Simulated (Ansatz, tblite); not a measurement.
Removing an electron: the cluster HgF₃⁻ (the lowest singlet isomer of a short search). Charge -1, multiplicity 1. Geometry: r2SCAN-D4/def2-TZVPD. Ansatz, gas phase; energy differences of separate SCF runs; the oxidised species was run as a doublet alone.

Cartesian coordinates in Å:
```
Hg -0.0022 0.0016 0.0024
F -0.8454 1.1475 -1.5516
F -0.6912 0.2206 1.9802
F 1.5389 -1.3697 -0.4310
```

In the def2 sets Hg takes a core potential; there is no spin–orbit coupling. The xTB rows come from tblite. The structure comes from a short search, and lower isomers may exist.

```tsv
level	−HOMO (eV)	vertical IE (eV)	−LUMO (eV)	HOMO–LUMO gap (eV)
GFN1-xTB	8.00	11.51	3.91	4.08
GFN2-xTB	7.53	11.09	3.30	4.23
PBE-D4/def2-TZVPD	2.18	5.47	-1.20	3.38
r2SCAN-D4/def2-TZVPD	2.48	5.63	-1.39	3.87
PBE0-D4/def2-TZVPD	3.87	6.05	-2.10	5.97
```

 Raw xTB energy differences between charge states are shifted by several eV; the methods need an empirical correction for them.
